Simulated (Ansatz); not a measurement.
B(vinyl)(OH)(NH2) (C2H6BNO), SMILES C=CB(N)O.

Coordinates come from a r2SCAN-D4/def2-SVP optimisation. This is a generated structure with no PubChem entry under its InChIKey; it may be hypothetical. The values are those of a single conformer.

Two levels are set side by side: PBE/def2-SVPD (Ansatz, a first-principles code) and CAM-B3LYP/def2-SVPD (Ansatz). Energy differences of separate SCF runs at the same geometry; the states with an electron removed or added have multiplicity 2 and 2. Differences are taken from unrounded values.

```tsv
quantity	CAM-B3LYP
vertical ionisation energy (eV)	9.69
vertical singlet–triplet gap (eV)	3.97
```

What does PBE give, and how far is it from CAM-B3LYP? (Estimate from the structure and the level; the computed values follow.)


```
quantity                            PBE  PBE minus CAM-B3LYP
---------------------------------  ----  -------------------
vertical ionisation energy (eV)    9.30                -0.39
vertical singlet–triplet gap (eV)  4.01                 0.04
```
